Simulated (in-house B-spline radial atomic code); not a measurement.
Results of a calculation; reference values are marked as such.
Extrapolating the RPA correlation energy in partial waves: neutral molybdenum

All-electron RPA on r2SCAN orbitals from an all-electron radial atomic-structure program (B-spline basis), scalar-relativistic (spin-free one-electron X2C), finite nucleus, configuration [Kr] 4d5 5s1, highest spin. RPA overbinds a lone outer s electron by self-correlation, and G0W0 tends to as well. With empty states up to angular momentum L the sums are:

```tsv
L	E_c(L) (hartree)
4	-2.669166
5	-2.854647
6	-2.944113
7	-2.991176
8	-3.016979
9	-3.032264
```

For large l each further wave adds A/(l + 1/2)⁴, because the basis must build the cusp where two electrons meet.

(1) Estimate the limit from L = 8 and L = 9.

(2) How good is the estimate?

Answers

(1) Wave 9 adds -0.015285, against a sum of (l + 1/2)⁻⁴ of 1.22774e-04, so A = -124.5. The sum over l > 9 is ζ(4, 10.5) = 3.3168e-04, close to 1/(3 × 10³) = 3.3333e-04. The tail is -0.041293 and the limit -3.07356 hartree.

(2) A run to L = 11 sums to -3.04816 and extrapolates to -3.06933 hartree, 1.62 millihartree from the run before, so it has not settled and is itself too deep. The estimate differs from that by -4.23 millihartree, while the bare sum at L = 9 misses 37.1 millihartree (1.2 %).
